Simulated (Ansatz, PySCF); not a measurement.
System: CaO2, net charge 0, singlet state. 
Geometry from a B3LYP-D3(BJ)/def2-TZVP (Ansatz, a program for electronic structure) optimisation:
SMILES: [O]1[O][Ca]1
```xyz
3

Ca    -0.2812    -0.0986    -0.7569
O     -0.3328    -0.0518     1.2231
O      1.0358     0.2984     0.6690
```
Charge 0, spin multiplicity 1.

Property: vertical triplet-singlet gap (E(triplet) - E(singlet); each state is the SCF solution reached for its spin; for the triplet the Hartree-Fock reference is unstable and T1 is 0.025), in kcal/mol. Cores are frozen in the correlated levels unless marked. Open shells are spin-unrestricted. Spin-orbit coupling is left out. Frozen are the shells of the preceding noble gas and the d and f shells that filled before the atom's block. The outer core of K, Ca and their heavier congeners is not correlated, a term that matters for these elements. No relativistic terms. 

```json
[
 {"level": "RI-HF/def2-TZVPPD", "program": "Ansatz", "vertical triplet-singlet gap (kcal/mol)": "5.3"},
 {"level": "RI-HF/def2-QZVPPD", "program": "Ansatz", "vertical triplet-singlet gap (kcal/mol)": "6.3"},
 {"level": "SVWN5/def2-TZVPD", "program": "Ansatz", "vertical triplet-singlet gap (kcal/mol)": "39.2"},
 {"level": "PBE/def2-TZVPD", "program": "Ansatz", "vertical triplet-singlet gap (kcal/mol)": "34.4"},
 {"level": "r2SCAN/def2-TZVPD", "program": "Ansatz", "vertical triplet-singlet gap (kcal/mol)": "33.7"},
 {"level": "B3LYP/def2-TZVPD", "program": "Ansatz", "vertical triplet-singlet gap (kcal/mol)": "32.5"},
 {"level": "M06-2X/def2-TZVPD", "program": "PySCF", "vertical triplet-singlet gap (kcal/mol)": "32.3"},
 {"level": "CAM-B3LYP/def2-TZVPD", "program": "Ansatz", "vertical triplet-singlet gap (kcal/mol)": "32.8"},
 {"level": "wB97M-V/def2-TZVPD", "program": "Ansatz", "vertical triplet-singlet gap (kcal/mol)": "35.8"},
 {"level": "RI-MP2/def2-QZVPPD", "program": "Ansatz", "vertical triplet-singlet gap (kcal/mol)": "60.6"},
 {"level": "CCSD/def2-SVPD", "program": "Ansatz", "vertical triplet-singlet gap (kcal/mol)": "29.2"},
 {"level": "CCSD/def2-TZVPPD", "program": "Ansatz", "vertical triplet-singlet gap (kcal/mol)": "28.6"},
 {"level": "CCSD(T)/def2-SVPD", "program": "Ansatz", "vertical triplet-singlet gap (kcal/mol)": "29.4"},
 {"level": "CCSD(T)/def2-TZVPPD", "program": "Ansatz", "vertical triplet-singlet gap (kcal/mol)": "29.1"}
]
```
